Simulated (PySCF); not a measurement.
Species: C₆H₁₄P (charge +1).
SMILES with atom numbers: `[CH3:1][P+:2]([CH3:3])([CH3:4])[CH:5]1[CH2:6][CH2:7]1`

Definitions: NICS(0) = −σiso at the ring centroid; NICS(1) = −σiso and NICS(1)zz = −σzz at ±1 Å along the ring normal z. Level: GIAO PBE0/pcSseg-1 (PySCF, non-relativistic, gas phase) on the PBE0-D3(BJ)/def2-SVP geometry, one conformer.

Ring bond lengths (Å), with Mayer bond orders in brackets: C5–C6 1.510 (0.92), C6–C7 1.488 (0.97), C7–C5 1.510 (0.92).

Problem. What do the NICS probes read (ppm)?

Solution. 
```json
{"ring": "C5–C6–C7", "type": "3-membered carbocycle; formal bonds all single", "NICS(0)": "-44.4", "NICS(1), two faces": "-9.8 / -8.0", "NICS(1)zz, two faces": "-24.8 / -23.6", "rms pucker (Å)": "0.00", "centre to ring atoms, mean (Å)": "0.87"}
```

Problem. What can be read from them?

Solution. 
- C5–C6–C7: mean NICS(1)zz -24.2 ppm, shielded. C5, C6, C7 have four or more neighbours, so the value isn't read as a sign of a π ring current. NICS(0) lies 36 ppm below the mean NICS(1).

Problem. What are the shieldings of the ring atoms and their hydrogens in the same run (means over atoms taken as equivalent)?

Solution. 
```tsv
atoms	environment	σ isotropic (ppm)	principal values of the symmetric part, first atom (ppm)
C5	sp3 carbon bound to phosphorus	179.1	149.8, 165.2, 222.2
C6 (×2)	three-membered-ring carbon	178.0	150.5, 177.4, 206.2
H on C5	methine hydrogen	30.47	22.6, 27.9, 40.9
H on C6 (×2)	methylene hydrogen	30.34	24.1, 29.0, 38.0
H on C6 (×2)	methylene hydrogen	29.64	23.8, 24.5, 40.6
```

Problem. How do the values depend on the level or the medium?

Solution. 
```
                          level  NICS(0), C5–C6–C7  mean NICS(1)zz, C5–C6–C7
             PBE0/pcSseg-1, gas              -44.4                     -24.2
          wB97X-D/pcSseg-1, gas              -44.3                     -24.2
PBE0/pcSseg-1, IEF-PCM methanol              -44.5                     -24.2
   PBE0/pcSseg-1, IEF-PCM water              -44.5                     -24.2
```

The geometry is the same throughout; the continuum's cavity takes Bondi-type radii × 1.2.

The values belong to the conformer `[CH3:1][P+:2]([CH3:3])([CH3:4])[CH:5]1[CH2:6][CH2:7]1`: C1–P2–C5–C6 -36°.
